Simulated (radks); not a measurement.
Effect of the nuclear size on the chromium ion Cr2+, [Ar] 3d4. Method: Dirac Kohn-Sham, relativistic LDA (MacDonald-Vosko exchange, VWN5 correlation), spin-unpolarised, spherical densities, finite nucleus; open shells are shared between the two j in proportion to 2j + 1; Fermi nuclear charge, rms radius 3.6452 fm; computed with a radial shooting solver on a logarithmic mesh with Libxc functionals. The rms radius is varied about that value; shifts are against it.

rms radius (fm)	total energy shift (eV)	density at nucleus (e/bohr^3)	1s1/2 shift (meV)	2s1/2 shift (meV)	3s1/2 shift (meV)
2.9344	-0.0258	1.141e+04	-10.9	-0.953	-0.137
3.4156	-0.00891	1.135e+04	-3.77	-0.329	-0.047
3.6452	0	1.132e+04	0.000	0.000	0.000
3.9295	0.0118	1.129e+04	4.99	0.436	0.063
4.4982	0.0380	1.124e+04	16.1	1.40	0.202

Slopes of the eigenvalues against <r^2> in GHz/fm^2, as finite differences over the two radii next to the reference (eigenvalue slopes, not the field-shift constants of lines): 1s1/2 561, 2s1/2 49.1, 3s1/2 7.06.
